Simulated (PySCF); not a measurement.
Computed IR spectrum (relative IR intensity) of a molecule C4H9N. The structure is a stationary point at PBE-D3(BJ)/def2-SVP. One conformer was computed; it need not be the lowest. Level of theory: PBE-D3(BJ)/def2-SVP in PySCF. Harmonic, unscaled wavenumbers; measured fundamentals usually lie a few per cent lower.

ν (cm⁻¹): 141 (vw), 272 (vw), 673 (vw), 742 (m), 802 (vw), 946 (w), 990 (w), 1050 (vw), 1078 (vw), 1091 (m), 1119 (w), 1256 (w), 1286 (w), 1343 (m), 1372 (vw), 1385 (w), 1398 (w), 1401 (w), 1415 (w), 1435 (w), 1460 (w), 1664 (vs), 2886 (m), 2895 (s), 2998 (m), 3005 (w), 3060 (w), 3063 (w), 3084 (w), 3201 (vw) (against the strongest line: vs over 80 %, s over 45 %, m over 15 %, w over 4 %, vw less)

Question: Identify the compound among the candidates.
(A) C=CN(C)C
(B) C=CCNC
(C) CNC1CC1
(D) C=CCCN

Answer: A, C=CN(C)C
